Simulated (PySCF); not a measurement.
# PySCF run on In⁺

File input.py (PySCF 2.14):

```python
from pyscf import gto, dft

mol = gto.M(
    atom='In 0 0 0',
    basis='cc-pvtz-dk',
    charge=1,
    spin=0,
    symmetry=True,
    verbose=4,
)
mf = dft.UKS(mol, xc='pw91')
mf = mf.sfx2c1e()
mf.kernel()
mf.dip_moment()
print('orbital energies (hartree):', [e[max(0, n-3):n+3].round(4) for e, n in zip(mf.mo_energy, mol.nelec)])
```

```bash
$ OMP_NUM_THREADS=1 python input.py
```

The log (some set-up lines and the per-cycle HOMO/LUMO lines with their warnings removed):

```
PySCF version 2.14.0

[INPUT] Symbol           X                Y                Z      unit          X                Y                Z       unit  Magmom
[INPUT]  1 In     0.000000000000   0.000000000000   0.000000000000 AA    0.000000000000   0.000000000000   0.000000000000 Bohr   0.0

nuclear repulsion = 0
point group symmetry = SO3
symmetry origin: [0. 0. 0.]
symmetry axis x: [1. 0. 0.]
symmetry axis y: [0. 1. 0.]
symmetry axis z: [0. 0. 1.]
num. orbitals of irrep s+0 = 7
num. orbitals of irrep p-1 = 6
num. orbitals of irrep p+0 = 6
num. orbitals of irrep p+1 = 6
num. orbitals of irrep d-2 = 4
num. orbitals of irrep d-1 = 4
num. orbitals of irrep d+0 = 4
num. orbitals of irrep d+1 = 4
num. orbitals of irrep d+2 = 4
num. orbitals of irrep f-3 = 1
num. orbitals of irrep f-2 = 1
num. orbitals of irrep f-1 = 1
num. orbitals of irrep f+0 = 1
num. orbitals of irrep f+1 = 1
num. orbitals of irrep f+2 = 1
num. orbitals of irrep f+3 = 1
number of shells = 4
number of NR pGTOs = 168
number of NR cGTOs = 52
basis = cc-pvtz-dk
ecp = {}

******** <class 'pyscf.x2c.sfx2c1e.sfX2C1eSymAdaptedUKS'> ********
method = sfX2C1eSymAdaptedUKS
initial guess = minao
damping factor = 0
level_shift factor = 0
DIIS = <class 'pyscf.scf.diis.CDIIS'>
SCF conv_tol = 1e-09
SCF max_cycles = 50
number electrons alpha = 24  beta = 24
XC functionals = pw91

grids dens level: 3

******** <class 'pyscf.x2c.sfx2c1e.SpinFreeX2CHelper'> ********
approx = 1e
xuncontract = 1
Freeze 0 electrons in irreps []
    48 free electrons in irreps s+0 p-1 p+0 p+1 d-2 d-1 d+0 d+1 d+2 f-3 f-2 f-1 f+0 f+1 f+2 f+3
tot grids = 21880
init E= -5881.36306787685
cycle= 1 E= -5881.16234383703  delta_E= 0.201  |g|= 0.154  |ddm|= 0.85
cycle= 2 E= -5881.16814126766  delta_E= -0.0058  |g|= 0.149  |ddm|= 0.521
cycle= 3 E= -5881.17602458103  delta_E= -0.00788  |g|= 0.0044  |ddm|= 0.256
cycle= 4 E= -5881.1760409509  delta_E= -1.64e-05  |g|= 0.000431  |ddm|= 0.0159
cycle= 5 E= -5881.1760410106  delta_E= -5.97e-08  |g|= 5.71e-06  |ddm|= 0.00116
cycle= 6 E= -5881.17604101061  delta_E= -1.18e-11  |g|= 2.18e-07  |ddm|= 3.89e-05
Extra cycle  E= -5881.17604101061  delta_E= 3.64e-12  |g|= 2.05e-07  |ddm|= 1.67e-06
converged SCF energy = -5881.17604101061  <S^2> = -3.5527137e-15  2S+1 = 1
Dipole moment(X, Y, Z, Debye):  0.00000,  0.00000, -0.00000
orbital energies (hartree): [array([-0.9633, -0.9633, -0.5509, -0.3123, -0.3123, -0.3123]), array([-0.9633, -0.9633, -0.5509, -0.3123, -0.3123, -0.3123])]
```

In short: E(SCF) = -5881.176041 Eh, 6 cycles.

Run time: 3.8 s on 1 thread of Intel Xeon Platinum 8559C (shared host), peak memory 0.16 GiB.

No search for the lowest solution was made.
